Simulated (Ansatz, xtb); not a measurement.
Isomers of B2FH2OSi in order of energy

11 gas-phase structures of B2FH2OSi, found in a search over its isomers (lower ones may exist). Each was relaxed with GFN2-xTB; where two conformers were screened, the lower at r2SCAN-D4/def2-SVP is listed:

A. `BB(F)[Si]=O`, a doublet
B. `F[SiH]B1BO1`, a doublet
C. `B[Si](F)B=O`, a doublet
D. `O=BB(F)[SiH2]`, a doublet
E. a doublet given by its coordinates
F. `O=BB[SiH]F`, a doublet
G. a doublet given by its coordinates
H. `O=[Si]BBF`, a doublet
I. `O=B[SiH]BF`, a doublet
J. `F[Si]1BBO1`, a doublet
K. `FB1B[SiH]O1`, a doublet

G (Å):

```yaml
atoms:
  - { symbol: B, position_ang: [-0.1204, 0.2501, -1.1095] }
  - { symbol: B, position_ang: [0.2832, -1.3761, 0.8868] }
  - { symbol: F, position_ang: [0.8939, -0.7166, 1.9020] }
  - { symbol: O, position_ang: [0.0440, -0.7490, -0.2132] }
  - { symbol: Si, position_ang: [-1.5593, 1.5302, -0.8535] }
  - { symbol: H, position_ang: [0.6441, 0.2724, -2.0181] }
  - { symbol: H, position_ang: [-0.0049, -2.5002, 1.0860] }
```

Close contacts (Å): B1–O4 1.35, B1–Si5 1.94, B2–F3 1.36, B2–O4 1.29, B1–H6 1.19, B2–H7 1.18.

E (Å):

```xyz
7

B    -0.9051    0.4405    0.0426
B    -0.1537   -0.8909    0.2822
F     0.8353   -3.4416    2.3384
O     0.4629   -1.9722    0.4531
Si    1.2522   -3.3852    0.7503
H    -1.4960    1.0004    0.8918
H    -0.9185    0.9635   -1.0117
```

Close contacts (Å): B1–B2 1.55, B2–O4 1.26, F3–Si5 1.64, O4–Si5 1.65, B1–H6 1.18, B1–H7 1.18.

**Question.** Estimate their order in r2SCAN-D4/def2-SVP energy at these geometries, lowest first.

**Answer.** Calculated order at r2SCAN-D4/def2-SVP: I (0.0), F (3.4), D (4.0), K (6.4), G (8.9), E (9.8), C (10.2), J (14.8), B (24.8), H (39.8), A (57.3) kcal/mol. Less than 1 kcal/mol parts F and D; G and E; E and C, so the order within those pairs means little. CCSD(T)/def2-SVP + ΔMP2/def2-TZVPP after further relaxation puts F lowest instead.

Energies above the lowest of each column, in kcal/mol; the last columns are at B3LYP/6-31G* geometries and were run for some of them only (a dash: not run or not comparable):

| structure | GFN2-xTB | HF/STO-3G | r2SCAN-D4/def2-SVP | B3LYP/6-31G* | CCSD(T)/def2-SVP + ΔMP2/def2-TZVPP |
| --- | --- | --- | --- | --- | --- |
| I | 15.2 | 0.0 | 0.0 | 0.0 | 2.0 |
| F | 0.0 | 40.2 | 3.4 | 1.1 | 0.0 |
| D | 17.4 | 15.2 | 4.0 | 3.8 | 6.1 |
| K | 21.9 | 33.0 | 6.4 | 4.2 | – |
| G | 17.8 | 2.6 | 8.9 | – | – |
| E | 8.7 | 32.1 | 9.8 | – | – |
| C | 3.3 | 32.8 | 10.2 | – | – |
| J | 20.7 | 59.8 | 14.8 | – | – |
| B | 24.7 | 56.0 | 24.8 | – | – |
| H | 7.3 | 87.3 | 39.8 | – | – |
| A | 21.2 | 104.2 | 57.3 | – | – |

CCSD(T)/def2-SVP + ΔMP2/def2-TZVPP puts F lowest of those it was run on; HF/STO-3G picks I, r2SCAN-D4/def2-SVP picks I, B3LYP/6-31G* picks I. CCSD(T)/def2-SVP + ΔMP2/def2-TZVPP orders those it was run on as F (0.0), I (2.0), D (6.1) kcal/mol. Some further structures that were screened fall inside this span and aren't listed. Flexible structures stand in one conformer each, not always the lowest. Frequencies (B3LYP/6-31G*) were run for D, F, I alone. The ΔMP2 step shifts differences by up to 7.3 kcal/mol, which makes them less sure. Open shells are spin-unrestricted, some with notable spin contamination. ΔMP2 is the change of the MP2 energy from the smaller to the larger basis.

Over these structures GFN2-xTB departs from r2SCAN-D4/def2-SVP by 12.9 kcal/mol on average once a common shift is removed. A GFN2-xTB relaxation took about 0.2 s and the r2SCAN-D4/def2-SVP energy about 7.8 s on a shared host (Ansatz 0.2.0, xtb 6.7.1 (Pople sets with spherical d functions)).
